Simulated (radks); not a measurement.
These are the eigenvalues of the occupied orbitals of an atom or ion with whole-number occupations (hartree). All-electron calculation, scalar-relativistic Kohn-Sham, r2SCAN, spin-polarised, spherical densities, finite nucleus; meta-GGA in the generalised Kohn-Sham scheme; Fermi nuclear charge, rms radius of each element as measured or else 0.836 A^(1/3) + 0.57 fm. Program: a radial shooting solver on a logarithmic mesh with Libxc functionals.

1s up: -571.7537
1s down: -571.2834
2s up: -130.8029
2s down: -129.9846
2p up: -125.6725

Which element is it, and in what charge state? The configuration may be excited. Open shells, if any, are filled with parallel spins first.

Answer. Z = 35, bromine, charge +30: Br30+ in [He] 2s2 2p1. The list shows which subshells hold electrons but not how many an open one holds; the 1s level, -571.75 hartree, gives Z - s = 33.8 by -(Z - s)^2/2, which with screening and relativity narrows Z to a few neighbours, and the depths of the outer levels then fix element, charge and occupations together.
